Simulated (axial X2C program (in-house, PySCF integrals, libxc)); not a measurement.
# BaH: from the spin-free to the two-component result

All values were computed with an in-house relativistic program for diatomic molecules. Spin-free means the one-electron spin-free X2C Hamiltonian; two-component (2c) means X2C with spin–orbit coupling and atomic mean-field two-electron Coulomb and Gaunt terms, so the difference of the two also holds small scalar two-electron terms. Basis: Ba dyall-cv3z [14s14p9d5f1g], H dyall-v3z [6s2p1d] (cores contracted in-house); Gaussian nuclei, density fitting, unrestricted open shells. Masses: Ba 137.905 u, H 1.008 u.

Spin-free state: M_S = 1/2, Λ = 0 (beyond evenly filled blocks: σα); fragments Ba + H.

```tsv
level	Re (Å)	ωe (cm⁻¹)	De (eV)	μ (D)
PBE0	2.219	1184.0	2.192	-3.30
HF	2.307	1129.3	1.700	-2.94
MP2	2.235	1177.0	1.808	n/a
CCSD	2.254	1144.7	2.021	n/a
CCSD(T)	2.251	1144.7	1.973	n/a
r2SCAN0	2.224	1188.3	2.374	-3.46
```

Correlated methods: 11 electrons correlated (number of frozen shells: Ba 4 s, 3 p, 2 d; H none), 227 virtual spin orbitals or spinors in MP2, 89 natural virtuals in coupled cluster.

Dipoles are positive if H is the positive end.

Two-component determinant lowest at the distance of the search:

Ω = 1/2 (⟨Sz⟩ = 0.50, ⟨Lz⟩ = 0.00 at HF); fragments Ba + H.

```tsv
level	Re (Å)	ωe (cm⁻¹)	De (eV)	μ (D)
PBE0	2.218	1185.2	2.196	-3.30
HF	2.305	1130.1	1.702	-2.93
MP2	2.234	1178.0	1.813	n/a
CCSD	2.253	1146.0	2.028	n/a
CCSD(T)	2.249	1146.2	1.977	n/a
r2SCAN0	2.222	1189.4	2.379	-3.45
```

**Question.** From the two tables, how do the constants change at the CCSD(T) level (2c against spin-free)?

**Answer.** At the CCSD(T) level Re goes down by 0.002 Å and ωe increases by 1.5 cm⁻¹; De changes by 0.004 eV.

Occupations by symmetry block were frozen at the best pattern of an incomplete PBE0 search. Dissociation energies refer to the lowest single-determinant-based atoms at the same level and basis. Density functionals use the spin component along the axis (collinear). CCSD and (T) use frozen natural virtuals with an MP2 correction for the truncation; (T) itself is uncorrected, so its De runs slightly low.
